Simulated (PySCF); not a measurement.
Property card for `C=CP1CC[SiH2]CC1`

Compound: C6H13PSi.
SMILES with atom numbers: `[CH2:1]=[CH:2][P:3]1[CH2:4][CH2:5][SiH2:6][CH2:7][CH2:8]1` (hydrogens: H9, H10 on C1; H11 on C2; H12, H13 on C4; H14, H15 on C5; H16, H17 on Si6; H18, H19 on C7; H20, H21 on C8)

Cartesian coordinates in Å at the PBE0-D3(BJ)/def2-SVP level; atoms count from 1:
```
atom  x, y, z in Å
C1     3.5371   -0.2007   -0.9468
C2     2.4251   -0.3372   -0.2200
P3     0.7788    0.1127   -0.8693
C4     0.2100    1.2282    0.5177
C5    -1.2765    1.5851    0.3981
Si6   -2.3719    0.0554    0.5771
C7    -1.6722   -1.2698   -0.5750
C8    -0.1577   -1.4351   -0.4028
H9     3.5025    0.1856   -1.9711
H10    4.5215   -0.4682   -0.5490
H11    2.4935   -0.7291    0.8060
H12    0.4219    0.7474    1.4904
H13    0.8396    2.1324    0.4694
H14   -1.5571    2.3373    1.1546
H15   -1.4761    2.0456   -0.5857
H16   -2.2990   -0.4353    1.9928
H17   -3.8018    0.3592    0.2568
H18   -1.9046   -0.9836   -1.6160
H19   -2.1890   -2.2280   -0.3963
H20    0.0911   -1.7187    0.6364
H21    0.2273   -2.2406   -1.0507
```

Among its groups: C=C double bond, Si–H bond, C–Si bond and phosphine.

**PBE0-D3(BJ)/def2-SVP geometry optimisation, gas phase (PySCF)**

```
Rotational constants A, B, C : 3.025, 0.870, 0.738 GHz
```

PBE0/def2-SVPD ground state, ΔSCF and vertical TDDFT (core frozen in the response) (PySCF):

```
Dipole moment                                                     : 0.92 D
HOMO energy                                                       : -6.56 eV
LUMO energy                                                       : -0.37 eV
HOMO–LUMO gap                                                     : 6.19 eV
Lowest singlet excitation                                         : 4.84 eV (256 nm, f = 0.003)
Strongest line among the 10 lowest singlet transitions            : S5 at 6.54 eV (190 nm, f = 0.159)
Lowest triplet excitation (Tamm–Dancoff)                          : 4.23 eV
Static isotropic polarisability                                   : 124.6 au
Vertical ionisation energy                                        : 8.38 eV
Electronic spatial extent ⟨r²⟩ about the centre of nuclear charge : 1638 bohr²
```

From HF/pcSseg-1 ground state and GIAO shieldings, non-relativistic (PySCF):

```
13C chemical shifts (computed TMS as zero) by class         : 147.7 (C2), 142.3 (C1), 23.7 (C4/C8), 4.4 (C5/C7) ppm
1H chemical shifts (computed TMS as zero) by class          : 6.25 (H9), 6.13 (H11), 6.08 (H10), 3.71 (H16/H17), 1.31 (H12/H13/H20/H21), 0.69 (H14/H15/H18/H19) ppm
Isotropic shieldings of nuclei other than C and H, by class : 426 (Si6), 403 (P3) ppm
```

**delta-SCF UKS SCAN, pcX-2 on the ionised atom, pcseg-1 elsewhere, spin-free X2C; 2p3/2 from a spin–orbit splitting computed afterwards within the 2p shell (PySCF)**

```
Core binding energies : Si2p3/2 106.1 (Si6), P2p3/2 135.7 (P3), C1s 290.0 (C5/C7), C1s 290.2 (C4/C8), C1s 290.2 (C2), C1s 290.2 (C1), Si1s 1845.9 (Si6), P1s 2149.3 (P3) eV
```

Monoisotopic mass (most abundant isotopes): 144.0524 u.

With B = h/(8π²I), that is 505.379 GHz u Å² over I, the principal moments of inertia are 167.1, 580.9 and 685.1 u Å² (most abundant isotopes). In wavenumbers S1 is 39000 cm⁻¹ (1 eV = 8065.54 cm⁻¹). The ΔSCF ionisation energy exceeds −ε(HOMO) by 1.82 eV with PBE0. The polarisability is 18.46 Å³ as a volume (1 au = 0.148185 Å³), or 1.60 au for each of the 78 electrons.

One conformer (not necessarily the lowest) at the PBE0-D3(BJ)/def2-SVP geometry, without solvent or vibrations. NMR classes are plain means over equivalent atoms (diastereotopic ones count apart unless rotation or inversion swaps them), as if these changed places fast; in this geometry the members of some classes differ.
